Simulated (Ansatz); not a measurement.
Program: Ansatz. Geometries: PBE0-D4/def2-TZVP. ΔE: electronic, gas phase. CBS: MP2 limit from def2 TZ/QZ plus the TZ coupled-cluster correction, frozen cores. Functionals use def2-TZVPP. B3LYP here is the variant with VWN-RPA as its local correlation; programs differ in this. For Ge, Se outer-core shells are correlated without core-valence functions, which leaves a few kJ/mol of doubt a bond. Scalar relativity is left out up to krypton. Each species was taken in one conformer, which may not be the lowest.

Reaction (formal exchange of groups at a Ge–C bond): `C[C]([GeH3])=[Se]` + `C[O][AlH2]` → `C[O][AlH][GeH3]` + `CC=[Se]`

`C[C]([GeH3])=[Se]`:

Cartesian coordinates in Å:
```
C 1.340 0.171 0.568
C -0.142 0.191 0.688
Ge -1.171 -0.270 -0.924
Se -0.978 0.604 2.181
H 1.833 0.440 1.502
H 1.662 0.860 -0.223
H 1.678 -0.824 0.252
H -2.668 -0.204 -0.622
H -0.762 -1.685 -1.377
H -0.792 0.717 -2.045
```

`C[O][AlH2]`:

Z-matrix (Å, degrees):
```
C
O 1 1.397
H 1 1.098 2 112.6
H 1 1.095 2 110.1 3 120.6
H 1 1.095 2 110.1 3 -120.6
Al 2 1.686 1 134.1 3 0.5
H 6 1.585 2 118.7 1 -0.0
H 6 1.577 2 116.3 1 -180.0
```

`C[O][AlH][GeH3]`:

Z-matrix (Å, degrees):
```
C
O 1 1.397
H 1 1.095 2 110.0
H 1 1.095 2 110.0 3 -118.7
H 1 1.098 2 112.6 3 120.6
Al 2 1.686 1 135.5 3 -120.8
Ge 6 2.477 2 119.2 1 -0.1
H 6 1.580 2 115.8 1 180.0
H 7 1.543 6 111.6 2 -118.2
H 7 1.543 6 111.7 2 123.1
H 7 1.542 6 113.5 2 2.4
```

`CC=[Se]`:

Z-matrix (Å, degrees):
```
C
C 1 1.478
H 1 1.097 2 109.8
H 1 1.097 2 109.8 3 115.9
H 1 1.089 2 112.1 3 -122.0
Se 2 1.752 1 126.4 3 122.0
H 2 1.090 1 115.4 3 -58.0
```

```json
{"level": "PBE0-D4", "ΔE (kJ/mol)": "-52.7", "difference from CCSD(T)/CBS": "-10.2"}
{"level": "ωB97M-V", "ΔE (kJ/mol)": "-44.2", "difference from CCSD(T)/CBS": "-1.7"}
{"level": "r2SCAN", "ΔE (kJ/mol)": "-50.7", "difference from CCSD(T)/CBS": "-8.2"}
{"level": "B3LYP", "ΔE (kJ/mol)": "-52.5", "difference from CCSD(T)/CBS": "-10.0"}
{"level": "HF/def2-TZVPP", "ΔE (kJ/mol)": "-46.3", "difference from CCSD(T)/CBS": "-3.8"}
{"level": "SCS-MP2/def2-TZVPP", "ΔE (kJ/mol)": "-33.2", "difference from CCSD(T)/CBS": "9.3"}
{"level": "CCSD/def2-TZVPP", "ΔE (kJ/mol)": "-43.6", "difference from CCSD(T)/CBS": "-1.1"}
{"level": "HF/def2-QZVPP", "ΔE (kJ/mol)": "-46.3", "difference from CCSD(T)/CBS": "-3.8"}
{"level": "MP2/def2-QZVPP", "ΔE (kJ/mol)": "-32.7", "difference from CCSD(T)/CBS": "9.8"}
{"level": "MP2/CBS(def2)", "ΔE (kJ/mol)": "-33.0", "difference from CCSD(T)/CBS": "9.5"}
{"level": "CCSD(T)/CBS", "ΔE (kJ/mol)": "-42.5", "difference from CCSD(T)/CBS": "0"}
```

Largest T1 diagnostic among the species: 0.016.

The D4 term adds +5.9 kJ/mol with B3LYP and +2.9 kJ/mol with PBE0; it sums over pairs of atoms, weighted by their polarisabilities, and B3LYP, whose exchange is more repulsive, gets the larger term. In def2-TZVPP, CCSD(T) changes the Hartree–Fock value by +4.6 kJ/mol (the triples alone add +1.9 kJ/mol) and MP2 by +14.1 kJ/mol.
